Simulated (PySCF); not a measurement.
Ionisation energy of Ar(3+) by level of theory

Ar(3+) [Ne] 3s2 3p3 (4S) → Ar(4+) [Ne] 3s2 3p2 (3P), as a difference of total energies. Calculation: PySCF 2.14, in an uncontracted even-tempered set (18 s from 0.09 bohr⁻², ratio 2.5; 13 p from 0.12 bohr⁻², ratio 2.5; 5 d from 1.2 bohr⁻², ratio 2.7; 5 f from 1.8 bohr⁻², ratio 2.7); the non-relativistic Hamiltonian (point nucleus). Correlated levels: outer shells: 1s2 frozen; virtual orbitals above 40 to 60 times the deepest correlated orbital energy dropped. The calculations carry no spin-orbit coupling.

```
                method  ionisation energy (eV)
                   UHF                  58.504
                   LDA                  59.216
                   PBE                  59.136
                  PBE0                  59.228
                r2SCAN                  59.414
               r2SCAN0                  59.400
                   M06                  59.141
    MP2 (outer shells)                  59.045
SCS-MP2 (outer shells)                  58.865
```

Task: How much does correlation contribute at MP2 (outer shells)?

Result: 59.045 − (58.504) = 0.541 eV, measured against UHF.

A first-order spin-orbit estimate (lowest level to lowest level, LS coupling) adds -0.151 eV.

For comparison: 59.58 ± 0.18 eV (semi-empirical (NIST evaluation); NIST Atomic Spectra Database, ionization energies).
